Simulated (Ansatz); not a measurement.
Consider the hydrogenolysis of the Si–C bond: `SC[SiH2]S` + H₂ → `[SiH3]S` + CH₃SH.

Isolated molecules relaxed with PBE0-D4/def2-TZVP in Ansatz; ΔE leaves out vibrations. CCSD(T)/CBS is the MP2 limit (def2-TZVPP, def2-QZVPP) plus CCSD(T) − MP2 in def2-TZVPP, frozen cores. This one scheme is used for every species. Functionals use def2-TZVPP. Each species was taken in one conformer, which may not be the lowest.

Question: Is it downhill or uphill in electronic energy at CCSD(T)/CBS, and by how much? (Estimate.)

Answer: The calculation gave: Downhill: ΔE = -13.7 kJ/mol.

Question: What do these levels give: r2SCAN-D4, B97M-V, BHLYP-D4, CAM-B3LYP-D4, PBE-QIDH, PBE, revPBE, BHLYP, CCSD/def2-SVP, MP2/def2-QZVPP, SCS-MP2/def2-QZVPP, HF/CBS(def2)? (An estimate is asked.)

Answer: The calculation gave: r2SCAN-D4 -13.4, B97M-V -20.4, BHLYP-D4 -22.1, CAM-B3LYP-D4 -22.1, PBE-QIDH -18.4, PBE -20.8, revPBE -27.4, BHLYP -36.9, CCSD/def2-SVP -31.8, MP2/def2-QZVPP -7.1, SCS-MP2/def2-QZVPP -17.0, HF/CBS(def2) -51.8 kJ/mol.

Largest T1 diagnostic among the species: 0.011.

In def2-TZVPP, CCSD(T) changes the Hartree–Fock value by +33.3 kJ/mol (the triples alone add +6.7 kJ/mol) and MP2 by +41.9 kJ/mol. Leaving LDA and LC-ωPBE aside and taking each functional with its dispersion term where it has one, the values, not all of them listed here, spread over 19.7 kJ/mol, from B2PLYP to revPBE-D4. LDA lies +13.1 kJ/mol from PBE without D4. From BLYP to BHLYP (50 % exact exchange), in def2-TZVPP and without D4, ΔE moves by −3.7 kJ/mol.
